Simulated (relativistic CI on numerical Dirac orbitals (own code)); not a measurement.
Computed by Dirac-Coulomb-Breit CI, orbitals from a KLI potential per configuration, QED by a radiative potential, unscaled Slater integrals (own radial code, finite nucleus).

CI space (outside the closed core 1s2): 2s, 2p, 3s, 3p, 3d, 4s, 4p, 4d, 4f, 5s, 5p, 5d, 5f, 5g, 6s, 6p, 6d. Levels of other configurations are missing.

At this charge energies of transitions that change n are usually good to better than 1 %, and those within a shell (Δn = 0) to a few per cent.

Outline of the computed level scheme of Xe LII. Lowest level of each configuration: 2s 2S_1/2 at 0.00 eV; 2p 2P°_1/2 at 120.04 eV; 3s 2S_1/2 at 5517.42 eV; 3p 2P°_1/2 at 5550.48 eV; 3d 2D_3/2 at 5671.56 eV; 4s 2S_1/2 at 7419.39 eV; 4p 2P°_1/2 at 7432.91 eV; 4d 2D_3/2 at 7483.80 eV; 4f 2F°_5/2 at 7498.22 eV.

Some strong electric-dipole decays among the lowest 15 levels: 3d 2D_5/2 → 2p 2P°_3/2 (4.7e+14 s⁻¹); 3d 2D_3/2 → 2p 2P°_1/2 (4.2e+14 s⁻¹); 3p 2P°_1/2 → 2s 2S_1/2 (1.8e+14 s⁻¹); 3p 2P°_3/2 → 2s 2S_1/2 (1.5e+14 s⁻¹); 4d 2D_5/2 → 2p 2P°_3/2 (1.5e+14 s⁻¹); 4d 2D_3/2 → 2p 2P°_1/2 (1.4e+14 s⁻¹); 4f 2F°_7/2 → 3d 2D_5/2 (1.0e+14 s⁻¹); 4f 2F°_5/2 → 3d 2D_3/2 (9.6e+13 s⁻¹).
